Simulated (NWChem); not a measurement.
Species: Si2H4O2; SMILES [SiH2]1O[SiH2]O1

```xyz
8

O      1.1956     0.0000     0.0000
Si     0.0000     1.2053     0.0000
O     -1.1956     0.0000     0.0000
Si     0.0000    -1.2053     0.0000
H      0.0000     2.0463    -1.2254
H      0.0000     2.0463     1.2254
H      0.0000    -2.0463     1.2254
H      0.0000    -2.0463    -1.2254
```
Atoms are numbered in this order, from 1.

All runs: NWChem. Pople sets run with spherical d functions. Coordinates come from a PBE0/def2-SVP optimisation. Vertical excitations in the gas phase; the lowest state need not have the same character in each row.

For level PBE/6-31+G*, full TDDFT:

```yaml
lowest excitation, singlet (eV): 5.57
orbital gap (eV): 5.51
```

Q: Estimate the same quantities for level Hartree-Fock/6-31+G*, TDHF.

A: lowest excitation, singlet (eV): 8.21
orbital gap (eV): 13.80
